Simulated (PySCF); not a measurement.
5H-1,4-dioxepine (C₅H₆O₂), SMILES O1C=CCOC=C1. Atoms are numbered in the order given.

```xyz
13

C     -1.5309     0.1238    -0.0585
C     -0.8963     1.2934    -0.2204
O      0.4270     1.5468    -0.3284
C      1.4049     0.6081    -0.1602
C      1.3448    -0.6724     0.2448
O      0.2978    -1.4466     0.6030
C     -0.9650    -1.2641    -0.0237
H     -2.6215     0.1879    -0.0101
H     -1.4559     2.2293    -0.2887
H      2.3830     1.0331    -0.3874
H      2.2982    -1.2018     0.3332
H     -1.6537    -1.9261     0.5214
H     -0.8933    -1.6568    -1.0569
```
Charge 0, spin multiplicity 1.

Geometry optimised at B3LYP-D3(BJ)/def2-SVP. The values are those of a single conformer.

Two levels are set side by side: PBE/pcSseg-1 (PySCF) and B3LYP/pcSseg-1 (PySCF). GIAO shifts against H2O (¹⁷O), TMS (¹H), TMS (¹³C) at the same level; non-relativistic, no solvent, atoms listed together averaged. Differences are taken from unrounded values.

```csv
quantity,B3LYP,PBE,PBE minus B3LYP
δ(¹³C) of C1 (ppm),112.0,109.7,-2.3
δ(¹³C) of C2 (ppm),154.4,151.0,-3.4
δ(¹⁷O) of O3 (ppm),195.3,210.0,14.7
δ(¹³C) of C4 (ppm),133.0,130.5,-2.5
δ(¹³C) of C5 (ppm),139.4,137.1,-2.3
δ(¹⁷O) of O6 (ppm),135.6,151.9,16.3
δ(¹³C) of C7 (ppm),74.5,76.2,1.7
δ(¹H) of H8 (ppm),5.02,5.14,0.12
δ(¹H) of H9 (ppm),6.67,6.73,0.05
δ(¹H) of H10 (ppm),5.85,5.91,0.06
δ(¹H) of H11 (ppm),6.03,6.12,0.09
```

Rough cost on one machine, each run with all the roots and properties that it gave: B3LYP against PBE within a factor of 2.
